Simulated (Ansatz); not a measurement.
Reactions of C4H10Sn (`C[CH2][Sn][CH2]C`).

Isolated molecules relaxed with PBE0-D4/def2-TZVP in Ansatz; ΔE leaves out vibrations. CCSD(T)/CBS is the MP2 limit (def2-TZVPP, def2-QZVPP) plus CCSD(T) − MP2 in def2-TZVPP, frozen cores. DFT in def2-TZVPP. B3LYP here is the variant with VWN-RPA as its local correlation; programs differ in this. Elements past krypton have def2 core potentials. For Sn outer-core shells are correlated without core-valence functions, which leaves a few kJ/mol of doubt a bond. Each species was taken in one conformer, which may not be the lowest.

| reaction | CCSD(T)/CBS(def2) (kcal/mol) |
| --- | --- |
| `C[CH2][Sn][CH2]C` + `O[Si](O)(F)F` → `CO[Si](O)(F)F` + `C[CH2][Sn][CH3]` | 10.5 |
| `C[CH2][Sn][CH2]C` + `NC1(O)C=N1` → `CNC1(O)C=N1` + `C[CH2][Sn][CH3]` | 4.9 |
| `C[CH2][Sn][CH2]C` + `BNC=C` → `BNC(=C)C` + `C[CH2][Sn][CH3]` | ? |
| `C[CH2][Sn][CH2]C` + `CC(N)N` → `CNC(C)N` + `C[CH2][Sn][CH3]` | 4.3 |

Q: Fill in the missing values. (Estimate.)

A: Computed: `C[CH2][Sn][CH2]C` + `BNC=C` → `BNC(=C)C` + `C[CH2][Sn][CH3]`: -6.2 kcal/mol.

Largest T1 diagnostic: 0.013, for `BNC=C`.
